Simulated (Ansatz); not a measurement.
Z-matrix (Å, degrees):
```
C
C 1 1.490
H 1 1.095 2 110.8
H 1 1.095 2 110.8 3 -117.9
H 1 1.091 2 111.6 3 121.0
C 2 1.333 1 125.8 3 -121.2
H 2 1.091 1 115.5 3 58.7
Si 6 1.856 2 123.4 1 -179.7
H 6 1.091 2 117.5 1 0.0
C 8 1.873 6 111.9 2 118.8
H 8 1.491 6 107.8 2 -2.7
H 8 1.492 6 110.0 2 -120.4
H 10 1.093 8 110.8 6 59.3
H 10 1.093 8 110.9 6 179.2
H 10 1.092 8 110.8 6 -60.5
```

The species carries charge 0 and has multiplicity 1.

Problem. List the r2SCAN/def2-TZVPP orbital energies in eV (Ansatz 0.2.0). (Best estimate.)

Solution. The calculation gave: Occupied: -1790.44, -273.40, -273.01, -272.60, -272.49, -140.90, -95.77, -95.76, -95.74, -20.65, -18.17, -17.70, -14.29, -12.87, -10.89, -10.80, -10.57, -10.19, -10.09, -9.03, -8.15, -7.99, -7.56, -6.49. Lowest empty: -0.87, 1.07, 1.19, 1.75, 2.04, 2.20, 2.43, 2.80.
